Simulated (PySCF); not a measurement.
Compound: C₇H₉FO.
Numbering: `[CH:1]#[C:2][C@@H:3]1[CH2:4][CH2:5][O:6][C@H:7]1[CH2:8][F:9]` (hydrogens: H10 on C1; H11 on C3; H12, H13 on C4; H14, H15 on C5; H16 on C7; H17, H18 on C8)

Structure optimised with GFN2-xTB, isolated species.

Task: Give the optimised bond lengths and angles.

Result: 
```
  bond  length (Å)
 C1≡C2       1.197
 C2–C3       1.450
 C3–C4       1.536
 C4–C5       1.525
 C5–O6       1.417
 O6–C7       1.417
 C7–C8       1.533
 C8–F9       1.373
 C3–C7       1.548
C1–H10       1.049
C3–H11       1.093
C4–H12       1.090
C4–H13       1.088
C5–H14       1.091
C5–H15       1.100
C7–H16       1.100
C8–H17       1.093
C8–H18       1.094
```

A selection of angles:
```
   angle  degrees
C1–C2–C3    178.4
C2–C3–C4    111.4
C2–C3–C7    111.1
C4–C3–C7    102.0
C3–C4–C5    101.2
C4–C5–O6    105.9
C5–O6–C7    109.9
O6–C7–C8    109.8
C3–C7–O6    107.3
C3–C7–C8    112.4
C7–C8–F9    111.4
```

Dihedral angles: C2–C3–C4–C5 -85° (synclinal); C3–C4–C5–O6 -36° (synclinal); C4–C5–O6–C7 25° (synperiplanar); C5–O6–C7–C8 -125° (anticlinal); O6–C7–C8–F9 77° (synclinal); C2–C3–C7–O6 98° (anticlinal).

Of the pairs four or more bonds apart, F9···H11 is among the closest relative to their van der Waals radii: 2.54 Å, 95 % of the sum of Bondi's values. The 5-membered ring C3–C4–C5–O6–C7 has internal angles of 101.2° to 109.9°; it is puckered, 0.16 Å rms from its mean plane, widest ring torsion 36°. The C–C distances run from 1.197 Å (C1≡C2, drawn triple) to 1.548 Å (C3–C7, drawn single), a spread of 0.351 Å.

Point group: C1 (no symmetry element, even within 0.4 Å). Not checked by GFN2-xTB frequencies. One conformer, not necessarily the lowest.

All values are computed, not measured.
